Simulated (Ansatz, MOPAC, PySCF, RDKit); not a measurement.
Noncovalent pair: SiH4 (SMILES [SiH4]) (first 5 atoms) with C2H6O (SMILES CCO); geometry from B3LYP-D3(BJ)/def2-TZVP, rigid monomers moved along the line of their centres of mass till Si1···O8 is 3.50 Å.
(charge 0, multiplicity 1):
```xyz
14

Si    -0.0535    -0.0674    -0.0831
H     -1.2349     0.1941     0.7671
H     -0.3987     0.3154    -1.4767
H      0.3081    -1.4990    -0.0665
H      1.0879     0.7688     0.3487
C      0.1338     1.3196     4.3472
C     -0.2382    -0.1466     4.2180
O      0.5714    -0.8406     3.2693
H     -0.5293     1.8233     5.0543
H      0.0593     1.8228     3.3826
H      1.1576     1.4332     4.7147
H     -0.1871    -0.6436     5.1942
H     -1.2594    -0.2509     3.8502
H      1.4966    -0.7342     3.5166
```

Interaction energies are E(AB) − E(A) − E(B) at the monomers' geometry in the complex; basis-set methods are counterpoise corrected. Rows marked so take none.

Rows in 6-31G* carry no dispersion term and start afresh at each structure (6-31G* with six Cartesian d functions). The state reached by AM1 isn't checked.

Run with Ansatz (a quantum-chemistry and plane-wave program) with Gaussian orbitals; MOPAC for AM1 (differences of heats of formation); PySCF for 6-31G* rows, the dispersion terms; RDKit for the force fields. 

**Question.** One of these levels gives -92.9 meV for the interaction energy. Name it.
A. M06-2X/6-31G* (no counterpoise)
B. MMFF94
C. AM1
D. PBE0-D3(BJ)/def2-TZVPPD

**Answer.** D, PBE0-D3(BJ)/def2-TZVPPD. The others give -44.5 (MMFF94), 31.8 (AM1), -140.3 (M06-2X/6-31G* (no counterpoise))
